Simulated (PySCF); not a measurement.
Si(Br)(OH)2(NH2) (BrH4NO2Si), SMILES N[Si](O)(O)Br.

Coordinates come from a PBE0-D3(BJ)/def2-SVP optimisation. This is a generated structure with no PubChem entry under its InChIKey; it may be hypothetical. One conformer was computed; it need not be the lowest.

Two levels are set side by side: PBE/def2-TZVP (PySCF) and PBE0/def2-TZVP (PySCF). Same geometry, gas phase. Differences are taken from unrounded values.

```csv
quantity,PBE0,PBE,PBE minus PBE0
orbital gap (eV),8.23,5.91,-2.32
highest occupied level (eV),-7.87,-6.45,1.42
lowest empty level (eV),0.36,-0.53,-0.90
dipole moment (D),1.90,1.90,-0.01
mean polarisability (bohr³),55.7,58.4,2.7
```

PBE's occupied levels lie high since its potential decays too fast outside the molecule; exact exchange lowers them and widens the gap. PBE's more diffuse valence density responds more strongly to a field. Differences between two approximate levels are no errors against the true value.

Rough cost on one machine, each run with all the roots and properties that it gave: PBE0 against PBE within a factor of 2.
